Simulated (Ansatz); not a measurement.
Basis sets compared for the cluster Li₃N⁻. The state is a doublet with charge -1. Geometry PBE-D4/def2-TZVPD. Ansatz on 4 threads of AMD EPYC 7571 on a shared host; times are rough, and most runs start from earlier orbitals.

Cartesian coordinates in Å:
```
Li 1.406 0.768 -0.646
Li -0.186 -0.148 1.712
Li -1.323 -0.383 -1.043
N 0.104 -0.238 -0.022
```

B3LYP takes the VWN-RPA correlation. At PBE-D4/def2-SVPD, PBE-D4/def2-TZVPD, B3LYP-D4/6-31G, B3LYP-D4/def2-TZVPD and others the highest occupied level of the charge -1 doublet lies above zero (up to 1.13 eV). Energy differences put its binding near zero (-0.02 eV; vertical, to the charge 0 singlet, at LC-ωPBE (ω = 0.30 bohr⁻¹)/def2-TZVPD), which leaves it undecided. At PBE0-D4/def2-SVPD, PBE0-D4/def2-TZVPD the charge -1 doublet is spin-contaminated (final ⟨S²⟩ up to 0.86, 0.75 for a pure state). The structure comes from a short search, and lower isomers may exist.

```
            level  functions  energy (Eh)  HOMO (eV)  LUMO (eV)  wall time
 PBE-D4/def2-SVPD         56     -77.1158       0.96       1.43      1.3 s
   B3LYP-D4/6-31G         36     -77.2953       1.13       2.16      1.9 s
PBE0-D4/def2-SVPD         56     -77.1091       0.68       1.81      1.6 s
```

Estimate the rows for PBE-D4/def2-TZVPD (with forces), B3LYP-D4/def2-TZVPD, PBE0-D4/def2-TZVPD.


| level | functions | energy (Eh) | HOMO (eV) | LUMO (eV) | wall time |
| --- | --- | --- | --- | --- | --- |
| PBE-D4/def2-TZVPD (with forces) | 88 | -77.1902 | 0.97 | 1.35 | 1.9 s |
| B3LYP-D4/def2-TZVPD | 88 | -77.3393 | 0.88 | 1.70 | 1.9 s |
| PBE0-D4/def2-TZVPD | 88 | -77.1830 | 0.69 | 1.71 | 5.5 s |
